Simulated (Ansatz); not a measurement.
AuCl2, that is [AuCl2]- with one electron fewer, relaxed as a doublet with UKS B3LYP-D4/def2-TZVPD in Ansatz, starting from the B3LYP-D4/def2-TZVPD geometry of the charge -1 singlet. Force threshold 0.02 eV/Å.

In the def2 sets Au takes a core potential; there is no spin–orbit coupling. The relaxation made no stability test and no search for a lower SCF solution. No other spin state of charge 0 was run.

Start:

```xyz
3

Au    0.0000    0.0000    0.0000
Cl   -0.9695   -0.5368   -2.0384
Cl    0.9696    0.5368    2.0384
```

```tsv
step	energy (eV)	largest force component (eV/Å)	SCF passes
1	-28742.7524	1.126	17
2	-28742.8611	0.023	22
3	-28742.8612	0.002	16
```

Force components are those of the run's own axes.

End:

```xyz
3

Au    0.0000    0.0000    0.0000
Cl   -0.9324   -0.5162   -1.9602
Cl    0.9324    0.5162    1.9602
```

By distances, no bond broke or formed. The bond that changes most is Au1–Cl3, from 2.32 to 2.23 Å (atoms count from 1).

No frequencies were taken in this run, so the end may be a saddle point.

It took 5.5 s on 4 threads of Arm Neoverse V2 on a shared host.
